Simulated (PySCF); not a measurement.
How methods differ on the ionisation energy of Co

Co [Ar] 3d7 4s2 (4F) → Co⁺ [Ar] 3d8 (3F), as a difference of total energies. All numbers are calculated (PySCF 2.14, the non-relativistic Hamiltonian (point nucleus), in aug-cc-pVTZ). Correlated levels: valence: [Ar] frozen. The calculations carry no spin-orbit coupling.

| method | ionisation energy (eV) |
| --- | --- |
| UHF | 7.849 |
| MP2 (valence) | 6.948 |
| SCS-MP2 (valence) | 6.977 |
| CCSD (valence) | 7.602 |
| CCSD(T) (valence) | 7.592 |

Problem. How much does correlation contribute at CCSD(T) (valence)?

Solution. 7.592 − (7.849) = -0.257 eV, measured against UHF.

These non-relativistic numbers lack the scalar-relativistic shift.

Errors of the correlated levels include the incompleteness of this basis and the frozen core.

For comparison: 7.869 eV (measured; NIST levels, between the centres of gravity of the two terms).
